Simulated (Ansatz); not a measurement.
Molecular dynamics of Cl$_{2}$GaH$_{3}$O

input.yaml

```yaml
crystal:
  periodic: [false, false, false]
  atoms:
    - { symbol: Ga, position_ang: [0.082244, 0.248152, -0.014049] }
    - { symbol: O, position_ang: [0.076179, -0.04203, 1.900843] }
    - { symbol: H, position_ang: [-0.787158, -0.325664, 2.266364] }
    - { symbol: Cl, position_ang: [1.874226, -0.33895, -1.038292] }
    - { symbol: Cl, position_ang: [-1.862866, 0.081323, -0.928121] }
    - { symbol: H, position_ang: [0.271472, 1.896774, 0.77914] }
    - { symbol: H, position_ang: [0.143701, 1.265995, 1.539016] }
basis:
  gaussian: { orbitals: def2-SVP }
hamiltonian:
  xc: pbe
  dispersion: d4
md:
  timestep: 0.5
  n_steps: 200
  ensemble: nve
  temperature: 100.0
  initial_velocities: maxwell_boltzmann
  seed: 11846
```

Launched with:

```bash
$ ansatz run input.yaml --threads 2 --pin off --max-ram 3072MiB --backend cpu --events-out ev --progress --plain --runs-dir out
```

It starts at the highest image of a converged band, a first-order saddle point between two minima.

Output, in part (step lines, the closing report, with atoms numbered from 0):

```
md step     0: t =     0.00 fs  T =   100.0 K  F+E_penalty+E_count = -79485.02387764 eV  E_kin = 0.064630 eV  conserved = -79484.95924764 eV  (27 SCF iters)
md step     1: t =     0.50 fs  T =    99.2 K  F+E_penalty+E_count = -79485.02334645 eV  E_kin = 0.064101 eV  conserved = -79484.95924547 eV  (31 SCF iters)
md step     2: t =     1.00 fs  T =    97.0 K  F+E_penalty+E_count = -79485.02191602 eV  E_kin = 0.062683 eV  conserved = -79484.95923270 eV  (31 SCF iters)
md step     3: t =     1.50 fs  T =    93.7 K  F+E_penalty+E_count = -79485.01980349 eV  E_kin = 0.060590 eV  conserved = -79484.95921350 eV  (30 SCF iters)
md step     4: t =     2.00 fs  T =    89.9 K  F+E_penalty+E_count = -79485.01732719 eV  E_kin = 0.058134 eV  conserved = -79484.95919335 eV  (30 SCF iters)
md step     5: t =     2.50 fs  T =    86.1 K  F+E_penalty+E_count = -79485.01481425 eV  E_kin = 0.055637 eV  conserved = -79484.95917770 eV  (30 SCF iters)
md step     6: t =     3.00 fs  T =    82.5 K  F+E_penalty+E_count = -79485.01251492 eV  E_kin = 0.053345 eV  conserved = -79484.95916983 eV  (30 SCF iters)
md step     7: t =     3.50 fs  T =    79.5 K  F+E_penalty+E_count = -79485.01055375 eV  E_kin = 0.051384 eV  conserved = -79484.95916966 eV  (30 SCF iters)
[... lines left out ...]
Total energy: -79485.59910881 eV, -2921.0418899747 hartree
Atom 0 at     0.155332     0.713286    -0.302403 Å, force    -0.384678     0.701348     0.502516 eV/Å
Atom 1 at    -0.132550    -0.719092     2.199727 Å, force    -1.935809    -0.641344    -1.838051 eV/Å
Atom 2 at    -1.114845    -0.554424     2.324806 Å, force     1.262247    -0.138627    -0.085181 eV/Å
Atom 3 at     1.714983    -0.602399    -0.861324 Å, force     0.700951    -0.285727    -0.163138 eV/Å
Atom 4 at    -1.749384    -0.228425    -0.688081 Å, force    -0.350577     0.090902     0.003985 eV/Å
Atom 5 at     0.302519     2.315463    -0.044191 Å, force    -0.060628    -0.891143     0.025439 eV/Å
Atom 6 at     0.307135    -0.192203     2.839716 Å, force     0.768494     1.164592     1.554430 eV/Å
Dipole moment:    -0.081455     0.420395     0.687728 e Å
```

The steps, from the saved trajectory:

| time (fs) | T (K) | potential energy less start (eV) | conserved less start (meV/atom) |
| --- | --- | --- | --- |
| 0 | 100 | 0.000 | 0.00 |
| 3 | 83 | 0.011 | 0.01 |
| 6 | 70 | 0.019 | 0.01 |
| 9 | 76 | 0.016 | 0.01 |
| 12 | 104 | -0.003 | 0.03 |
| 15 | 258 | -0.102 | 0.03 |
| 18 | 499 | -0.259 | -0.11 |
| 21 | 752 | -0.423 | -0.19 |
| 24 | 744 | -0.416 | 0.08 |
| 27 | 1069 | -0.628 | -0.29 |
| 30 | 1037 | -0.606 | -0.06 |
| 33 | 925 | -0.533 | 0.08 |
| 36 | 1117 | -0.659 | -0.27 |
| 39 | 1070 | -0.627 | -0.06 |
| 42 | 989 | -0.574 | 0.10 |
| 45 | 1214 | -0.722 | -0.29 |
| 48 | 1153 | -0.681 | -0.07 |
| 51 | 1077 | -0.631 | 0.08 |
| 54 | 1247 | -0.744 | -0.27 |
| 57 | 1174 | -0.695 | -0.13 |
| 60 | 1033 | -0.602 | 0.08 |
| 63 | 1121 | -0.662 | -0.27 |
| 66 | 957 | -0.555 | -0.13 |
| 69 | 823 | -0.467 | 0.05 |
| 72 | 943 | -0.546 | -0.24 |
| 75 | 851 | -0.486 | -0.15 |
| 78 | 805 | -0.455 | 0.02 |
| 81 | 959 | -0.557 | -0.20 |
| 84 | 924 | -0.533 | -0.14 |
| 87 | 942 | -0.544 | -0.01 |
| 90 | 1098 | -0.646 | -0.18 |
| 93 | 1082 | -0.636 | -0.14 |
| 96 | 1077 | -0.632 | -0.07 |
| 99 | 1045 | -0.612 | -0.12 |

All steps were run. The conserved energy stayed within 0.31 meV per atom of its start (net change -0.031 meV per atom), so the integration is sound. The kinetic energy rose, since the run started high on the potential surface and went downhill. It ends in pieces (Cl2GaH + H2O), so much of that is their flight and rotation, not heat. A run of 0.1 ps of so small a system gives no equilibrium averages. The orbitals stay closed-shell, which can raise the energy where a bond breaks towards radicals; this wasn't checked here.

Between its relaxed ends the band would form Ga1–H6, O2–H7 and break H6–H7. These pairs go: Ga1–H6 1.84 → 1.63 Å, O2–H7 1.36 → 0.94 Å, H6–H7 1.00 → 3.82 Å. In the last frame they stand as after the step (other bonds may differ from the relaxed reactants and products). Also parted: Ga1–O2 1.94 → 2.90 Å, Ga1–H7 1.86 → 3.27 Å. It ends as Cl2GaH + H2O. Pairs count as bonded within 1.25 times the sum of covalent radii (0.12 Å more for H–H).

Last frame:

```xyz
7
Properties=species:S:1:pos:R:3
Ga 0.155 0.713 -0.302
O -0.133 -0.719 2.200
H -1.115 -0.554 2.325
Cl 1.715 -0.602 -0.861
Cl -1.749 -0.228 -0.688
H 0.302 2.316 -0.044
H 0.307 -0.192 2.840
```

The run took 4.8 min on 2 threads of Arm Neoverse V1, with other jobs on the host, peak memory 0.14 GiB.
